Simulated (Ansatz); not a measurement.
CH8O3Si2 (`O[SiH2]C[SiH](O)O`) at its PBE0-D4/def2-TZVP geometry, where that method's forces vanish. The species carries charge 0 and has multiplicity 1.

```xyz
14

O    -0.0374   -1.5289   -1.4180
Si   -1.1846   -0.3379   -1.2128
C    -0.9106    0.3301    0.4921
Si    0.8584    0.7777    0.8950
O     1.1021    0.1864    2.4114
O     1.9137    0.1664   -0.1996
H    -0.0989   -2.0769   -2.2013
H    -2.5401   -0.9310   -1.3864
H    -1.0150    0.7212   -2.2452
H    -1.2360   -0.4193    1.2218
H    -1.5461    1.2113    0.6326
H     1.0951    2.2422    0.8801
H     1.9790    0.2923    2.7835
H     1.6203   -0.6337   -0.6534
```

Q: What forces (eV/Å) does ωB97M-V/def2-TZVPP give on these atoms in the Gaussian-basis code of Ansatz? (Estimate.)

A: Computed: 
```
O1   0.038 -0.078 -0.054
Si2 -0.200  0.146 -0.067
C3  -0.017 -0.005  0.015
Si4 -0.099  0.240 -0.030
O5   0.060 -0.022  0.090
O6   0.007 -0.096 -0.098
H7   0.018 -0.001  0.030
H8   0.156  0.067  0.018
H9  -0.015 -0.115  0.114
H10  0.021  0.049 -0.048
H11  0.040 -0.057 -0.004
H12 -0.027 -0.161  0.003
H13 -0.034 -0.012  0.008
H14  0.054  0.045  0.023
```
